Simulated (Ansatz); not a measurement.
Species: sum formula BNH3 (charge 0, doublet). It need not be the lowest isomer of its formula. SMILES: [BH]N
Structure (B3LYP-D3(BJ)/def2-TZVP (Ansatz, an electronic-structure program) minimum search):
```xyz
5

B     -0.8557    -0.0049    -0.0224
N      0.5158    -0.1008     0.0086
H     -1.4780     1.0104     0.0090
H      1.1355     0.6983     0.0620
H      1.0102    -0.9785    -0.0196
```
Charge 0, spin multiplicity 2.

Wanted: vertical ionisation energy (to the singlet state of charge +1; each state is the SCF solution reached for its spin), in eV. Cores are frozen in the correlated levels unless marked. Open shells are spin-unrestricted. No spin-orbit coupling. Non-relativistic. Basis-set limits of correlation are two-point, X^-3; Hartree-Fock from the larger set.

```
level                                 program  vertical ionisation energy (eV)
------------------------------------  -------  -------------------------------
SVWN5/def2-TZVPD                       Ansatz                                …
BHLYP/def2-TZVPD                       Ansatz                                …
wB97X-V/def2-TZVPD                     Ansatz                                …
SCS-MP2/aug-cc-pVDZ                    Ansatz                             7.85
SCS-MP2/def2-SVPD                      Ansatz                             7.85
SCS-MP2/aug-cc-pVTZ                    Ansatz                             7.91
SCS-MP2/def2-TZVPPD                    Ansatz                             7.90
CCSD/def2-SVPD                         Ansatz                             7.95
CCSD/def2-QZVPPD                       Ansatz                             8.02
CCSD(T)/CBS(def2-TZVPPD,def2-QZVPPD)   Ansatz                             8.04
```

Question: Fill in the missing entries.

Answer: 
- SVWN5/def2-TZVPD, vertical ionisation energy (eV): 8.06
- BHLYP/def2-TZVPD, vertical ionisation energy (eV): 8.08
- wB97X-V/def2-TZVPD, vertical ionisation energy (eV): 8.00
